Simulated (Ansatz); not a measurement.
# Worked example: SiH2(SiH3)Br + CH5N → SiH2(NH2)(SiH3) + CH3Br

Species: SiH2(SiH3)Br, singlet; CH5N (methylamine) `CN`, singlet; SiH2(NH2)(SiH3), singlet; CH3Br (bromomethane) `CBr`, singlet. The partners trade Br for NH2: Si–Br and C–NH2 bonds give way to Si–NH2 and C–Br.

Shapes, held fixed at every level: PBE0-D4/def2-TZVP. Flexible molecules stand in one conformer, not always the lowest. Programs: Ansatz 0.2.0. Electronic energies: no zero-point or thermal term.

At CCSD(T)/def2-TZVPP; 1 Eh = 2625.50 kJ/mol:

```
        species   energy (Eh)
   SiH2(SiH3)Br  -3153.851061
           CH5N    -95.699696
SiH2(NH2)(SiH3)   -636.998803
          CH3Br  -2612.542543
```

Work out ΔE of the reaction at this level.


1. Products less reactants: (-636.998803) + (-2612.542543) − [(-3153.851061) + (-95.699696)] = 0.009411 Eh = +24.7 kJ/mol.

Other levels give +24.7 (B2PLYP/def2-TZVPP) to +44.7 kJ/mol (HF/def2-SVP). No measured value is set beside it here. Relativity is left out for Br unless named. Correlated rows may include outer-core shells of Br, which these sets cover unevenly.
